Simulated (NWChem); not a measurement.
The numbers come from NWChem runs, not from measurements. System: germanium monoxide (GeO), charge 0, spin multiplicity 1, at a geometry optimised with PBE/def2-SVP. Level: HF/def2-SVPD.

Job file:

```
start mol
memory heap 200 mb stack 900 mb global 1100 mb
geometry units angstroms nocenter noautoz
  Ge     0.000000     0.000000     0.329722
  O      0.000000     0.000000    -1.318888
  symmetry group C2v
end
basis spherical
  * library def2-svpd
end
dft
  xc hfexch
  semidirect memsize 60000000 filesize 0
  iterations 100
end
property
  dipole
  response 1 0.0773
end
task dft property
```

NWChem printed:

```
             Northwest Computational Chemistry Package (NWChem) 7.3.0
             --------------------------------------------------------

                                NWChem Input Module
                                -------------------

 Scaling coordinates for geometry "geometry" by  1.889725989
 (inverse scale =  0.529177249)

 Turning off AUTOSYM since
 SYMMETRY directive was detected!

                             Geometry "geometry" -> ""
                             -------------------------

 Output coordinates in angstroms (scale by  1.889725989 to convert to a.u.)

  No.       Tag          Charge          X              Y              Z
 ---- ---------------- ---------- -------------- -------------- --------------
    1 Ge                  32.0000     0.00000000     0.00000000     0.32972200
    2 O                    8.0000     0.00000000     0.00000000    -1.31888800

 Effective nuclear repulsion energy (a.u.)      82.1718755460

            Nuclear Dipole moment (a.u.)
            ----------------------------
        X                 Y               Z
 ---------------- ---------------- ----------------
     0.0000000000     0.0000000000     0.0000000000

      Symmetry information
      --------------------

 Group name             C2v
 Group number             16
 Group order               4
 No. of unique centers     2

      Symmetry unique atoms

     1    2


 Summary of "ao basis" -> "" (spherical)
 ------------------------------------------------------------------------------
       Tag                 Description            Shells   Functions and Types
 ---------------- ------------------------------  ------  ---------------------
 *                         def2-svpd                  on all atoms

  xc_inp: hfexch multiplicative factor not found.
                              NWChem Property Module
                              ----------------------

                                 NWChem DFT Module
                                 -----------------

 Summary of "ao basis" -> "ao basis" (spherical)
 ------------------------------------------------------------------------------
[...]
     2   0 1 1     -0.000000     -0.000000     -0.000000      0.000000
     2   0 0 2    -21.321419    -41.719426    -41.719426     62.117434

 *** CALLING NEW AORESP DRIVER FOR CLOSED AND OPEN SHELLS ***
 Entering AOResponse driver routine

--------------------------------------------------------------------------------

          ****************
          *** RESPONSE ***
          ****************

 Response module for NWChem and dynamic CPKS solver

          -----------------------------------------------
          Solving response equations for perturbing field
          -----------------------------------------------

 number of frequencies:     1
 frequency in a.u.:  0.7730000E-01
 Perturbing field: electric
 Using El. Dipole Length Gauge

 Setting up CPKS with frequency omega =      0.07730000 a.u.

                            NWChem Dynamic CPHF Module
                            --------------------------

    scftype = RHF
    nclosed =   20
      nopen =    0
  variables =     1640
  num. vecs =        3
  tolerance =   1.0D-04
  max. iter =   50

 SCF residual:    3.4610857594833419E-004

Iterative solution of linear equations
  No. of variables     1640
  No. of equations        3
  Maximum subspace       30
       Convergence  1.0D-04

 ga_lkain filestub:cphf_sol
 ga_lkain filesoln:./mol.cphf_sol

   iter   nsub   residual    time
   ----  ------  --------  ---------
     1      3    2.81D+00       6.5
     2      6    2.12D+00      10.1
     3      9    2.73D-01      13.1
     4     12    7.22D-02      15.7
     5     15    6.79D-02      18.1
     6     18    1.93D-02      20.9
     7     21    2.16D-03      24.2
     8     24    3.99D-04      27.2
     9     27    1.31D-04      30.1
    10     30    1.73D-05      33.8

 Electric Dipole Response Matrix (nonzero elements):

              1        2        3
    1   29.5234   0.0000  -0.0000
    2    0.0000  29.5234  -0.0000
    3   -0.0000  -0.0000  36.5459

 ------------------------------------------
 average:        31.86421 + I       0.00000

 DFT Linear Response polarizability / au
 Frequency  =       0.0773000 / au
 Wavelength =     589.4353558 / nm
              X              Y              Z
 -----------------------------------------------
 X      29.5233682      0.0000000     -0.0000000
 Y       0.0000000     29.5233682     -0.0000000
 Z      -0.0000000     -0.0000000     36.5458813
 -----------------------------------------------
 Eigenvalues =      29.5233682     29.5233682     36.5458813
 Isotropic   =      31.8642059
 Anisotropic =       7.0225131
 -----------------------------------------------

 Magnetic Dipole Response Matrix (nonzero elements):
 Optical rotation tensor Beta

              1        2        3
    1   -0.0000  24.8859  -0.0000
    2  -24.8859   0.0000  -0.0000
    3    0.0000  -0.0000  -0.0000

 ------------------------------------------
 average:        -0.00000 + I       0.00000

 Exiting AOResponse driver routine

          -------------
          Dipole Moment
          -------------

 Center of charge (in au) is the expansion point
         X =       0.0000000 Y =       0.0000000 Z =       0.0000000

   Dipole moment        1.7503301923 A.U.
             DMX        0.0000000000 DMXEFC        0.0000000000
             DMY       -0.0000000000 DMYEFC        0.0000000000
             DMZ        1.7503301923 DMZEFC        0.0000000000
   -EFC- dipole         0.0000000000 A.U.
   Total dipole         1.7503301923 A.U.

   Dipole moment        4.4489292116 Debye(s)
             DMX        0.0000000000 DMXEFC        0.0000000000
             DMY       -0.0000000000 DMYEFC        0.0000000000
             DMZ        4.4489292116 DMZEFC        0.0000000000
   -EFC- dipole         0.0000000000 DEBYE(S)
   Total dipole         4.4489292116 DEBYE(S)

 1 a.u. = 2.541766 Debyes

 Task  times  cpu:       33.9s     wall:       33.9s

 Total times  cpu:       33.9s     wall:       33.9s
```
